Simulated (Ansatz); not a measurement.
Reaction (cleavage of the Al–Al bond): `[OH][AlH][AlH2]` + CH₃NH₂ → `C[NH][AlH][OH]` + `[AlH3]`

Gas-phase electronic energies from Ansatz, PBE0-D4/def2-TZVP geometries. CCSD(T)/CBS adds triple-zeta CCSD(T) − MP2 to the extrapolated MP2 energy (def2 sets, frozen cores). This one scheme is used for every species. DFT in def2-TZVPP. Each species was taken in one conformer, which may not be the lowest.

`[OH][AlH][AlH2]`:

Cartesian coordinates in Å:
```
O -1.686 0.391 1.032
Al -0.524 0.738 -0.167
Al 1.385 -1.002 -0.309
H -2.447 0.947 1.197
H -0.744 2.061 -1.037
H 1.292 -2.279 -1.260
H 2.724 -0.856 0.543
```

CH₃NH₂:

```xyz
7

C     0.072   -0.517    0.225
N     0.214    0.799   -0.374
H    -0.961   -0.824    0.446
H     0.637   -0.552    1.159
H     0.507   -1.266   -0.440
H    -0.174    1.511    0.231
H    -0.295    0.850   -1.248
```

`C[NH][AlH][OH]`:

Z-matrix (Å, degrees):
```
C
N 1 1.446
H 1 1.097 2 112.5
H 1 1.093 2 110.1 3 119.1
H 1 1.097 2 112.6 3 -121.8
Al 2 1.768 1 129.8 3 -119.4
H 2 1.009 1 111.9 3 60.6
O 6 1.696 2 121.8 1 -0.0
H 6 1.573 2 119.8 1 179.9
H 8 0.954 6 125.8 2 -0.2
```

`[AlH3]`:

Cartesian coordinates in Å:
```
Al 0.000 0.000 0.000
H -0.844 0.452 -1.264
H 0.465 -1.509 0.145
H 0.379 1.057 1.120
```

| level | ΔE (kJ/mol) |
| --- | --- |
| B2PLYP | -92.0 |
| PBE | -68.7 |
| HF/def2-SVP | -94.6 |
| MP2/CBS(def2) | -99.6 |

Task: What does CCSD(T)/CBS give? (Estimate.)

Result: Computed: -87.7 kJ/mol. The listed levels differ from it by -4.3, 19.0, -6.9, -11.9 kJ/mol.

Largest T1 diagnostic among the species: 0.013.

Leaving LDA and LC-ωPBE aside and taking each functional with its dispersion term where it has one, the values, not all of them listed here, spread over 27.0 kJ/mol, from B97M-V to PBE-D4. LDA lies −10.1 kJ/mol from PBE without D4. At CCSD(T), def2-SVP lies −5.2 kJ/mol from the extrapolated value and def2-TZVPP +0.5 kJ/mol. From BLYP to BHLYP (50 % exact exchange), in def2-TZVPP and without D4, ΔE moves by −6.5 kJ/mol.
